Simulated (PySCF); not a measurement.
**Trend along the chalcogens: MC molecules**

PBE0 with triple-zeta basis sets in PySCF, for the lowest determinant that a PBE0 search found; no spin–orbit coupling. De refers to high-spin ground-configuration atoms. A positive dipole means M(−)C(+).

```tsv
M	basis	state (unpaired electrons)	Re (Å)	ωe (cm⁻¹)	De (eV)	μ (D)
O	def2-TZVPP	singlet (closed shell)	1.123	2240	11.08	-0.13
S	x2c-TZVPPall	singlet (closed shell)	1.529	1332	7.29	-1.94
Se	x2c-TZVPPall	singlet (closed shell)	1.666	1083	6.07	-2.13
Te	def2-TZVPP	singlet (closed shell)	1.882	906	4.70	-2.59
```

(1) By what factor does the bond length vary along the series?

The rows differ in basis set, which adds steps of its own.

Relativity is treated differently too: O no relativity; S spin-free X2C; Se spin-free X2C; Te scalar-relativistic core potentials.

Down a group bonds as a rule get longer and wavenumbers fall, partly through the reduced mass; this series shows no clear exception.

These are scalar-relativistic numbers at best; spin–orbit coupling would shift them, the dissociation energy most.

Answers

(1) At PBE0 it runs from 1.123 Å (CO) to 1.882 Å (TeC), a factor of 1.68.
